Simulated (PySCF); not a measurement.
Species: 4a,8a-azaboranaphthalene, C₈H₈BN.
Cartesian coordinates in Å at the PBE0-D3(BJ)/def2-SVP level; atoms count from 1:
```
atom  x, y, z in Å
C1     2.604    0.465   -0.342
C2     1.501    1.274   -0.376
B3     0.114    0.646   -0.400
C4    -1.243    1.338   -0.438
C5    -2.382    0.581   -0.456
C6    -2.315   -0.845   -0.439
C7    -1.121   -1.499   -0.405
N8     0.079   -0.828   -0.385
C9     1.247   -1.553   -0.351
C10    2.470   -0.956   -0.329
H11    3.617    0.881   -0.323
H12    1.647    2.359   -0.384
H13   -1.337    2.428   -0.452
H14   -3.375    1.043   -0.483
H15   -3.230   -1.440   -0.454
H16   -1.062   -2.590   -0.392
H17    1.136   -2.641   -0.342
H18    3.356   -1.593   -0.302
```

Computed with PySCF at PBE0/pcSseg-1 and PBE0/def2-SVPD, non-relativistic, on one gas-phase PBE0-D3(BJ)/def2-SVP geometry that isn't relaxed in the solvent. The solvent is an IEF-PCM continuum (van der Waals radii × 1.2). Specific hydrogen bonds and non-electrostatic terms are outside this model.

Gas phase at PBE0/pcSseg-1: HOMO -6.49 eV, LUMO -1.15 eV, dipole 1.79 D.

Task: What does the continuum do to the energy, the frontier levels and the dipole at PBE0/pcSseg-1 in benzene and dimethylsulfoxide?

Result: 
```csv
solvent,ε,E(solvent) − E(gas) (kJ/mol),polarisation term (kJ/mol),distortion of the solute (kJ/mol),HOMO (eV),LUMO (eV),dipole (D)
benzene,2.271,-8.23,-8.85,0.62,-6.50,-1.15,2.16
dimethylsulfoxide,46.83,-20.19,-24.11,3.92,-6.56,-1.20,2.74
```

The first energy column is the sum of the next two and covers electrostatics alone. From benzene to dimethylsulfoxide the lowering changes by a factor 2.45, Onsager's factor (ε − 1)/(2ε + 1) by 2.11 and ε itself by 20.6.

Task: Which radius a makes the point-dipole formula ΔE = −[(ε − 1)/(2ε + 1)]·μ²/a³ give the value in dimethylsulfoxide, with the gas-phase dipole?

Result: μ = 0.703 au and |ΔE| = 0.00769 Eh give a = 1.66 Å; the farthest nucleus lies 3.67 Å from the centroid of the nuclei, so such a sphere wouldn't even hold the nuclei. The formula assumes a rigid point dipole at the centre of a sphere.

Task: Which Hirshfeld charges (PBE0/pcSseg-1) respond most in benzene (means over atoms taken as equivalent)?

Result: 
| atoms | environment | gas (e) | solvent (e) | change |
| --- | --- | --- | --- | --- |
| B3 | ring boron | +0.091 | +0.085 | -0.006 |
| H16/H17 | vinylic hydrogen | +0.055 | +0.061 | +0.006 |
| C2/C4 | unsaturated ring CH carbon | -0.127 | -0.133 | -0.006 |
| H15/H18 | vinylic hydrogen | +0.052 | +0.055 | +0.003 |
| H11/H14 | vinylic hydrogen | +0.047 | +0.049 | +0.002 |
| C1/C5 | unsaturated ring CH carbon | -0.042 | -0.044 | -0.002 |
| C7/C9 | unsaturated ring CH carbon | +0.010 | +0.012 | +0.002 |
| C6/C10 | unsaturated ring CH carbon | -0.066 | -0.068 | -0.002 |
| N8 | ring nitrogen | -0.033 | -0.034 | -0.001 |
| H12/H13 | vinylic hydrogen | +0.042 | +0.042 | 0.000 |

Task: How do the nuclear quadrupole coupling constants eQVzz/h respond in benzene?

Result: 
```tsv
nucleus	Q (barn)	gas (MHz)	solvent (MHz)	η gas	η solvent
11B at B3	0.04059	2.85	2.84	0.76	0.76
14N at N8	0.02044	1.64	1.61	0.35	0.39
```

Gas phase at PBE0/def2-SVPD: HOMO -6.50 eV, LUMO -1.19 eV, dipole 1.67 D.

Task: What does the continuum do to the energy, the frontier levels and the dipole at PBE0/def2-SVPD in benzene and dimethylsulfoxide?

Result: 
```
          solvent      ε  E(solvent) − E(gas) (kJ/mol)  polarisation term (kJ/mol)  distortion of the solute (kJ/mol)  HOMO (eV)  LUMO (eV)  dipole (D)
          benzene  2.271                         -7.46                       -8.09                               0.63      -6.50      -1.18        2.04
dimethylsulfoxide  46.83                        -18.48                      -22.58                               4.10      -6.55      -1.22        2.63
```

Task: How does the static polarisability (PBE0/def2-SVPD, frozen core, with the continuum's full static response) change?

Result: 
```csv
medium,isotropic (au),principal values (au),⟨r²⟩ of the electrons (bohr²)
gas,116.6,"63.4, 123.7, 162.6",1317.8
benzene,138.1,"72.5, 147.7, 194.0",1316.9
dimethylsulfoxide,171.3,"91.8, 185.4, 236.8",1315.4
```

The isotropic value in dimethylsulfoxide is 1.47 times the gas-phase one; no cavity-field correction is applied. ⟨r²⟩ is taken about the centre of nuclear charge.
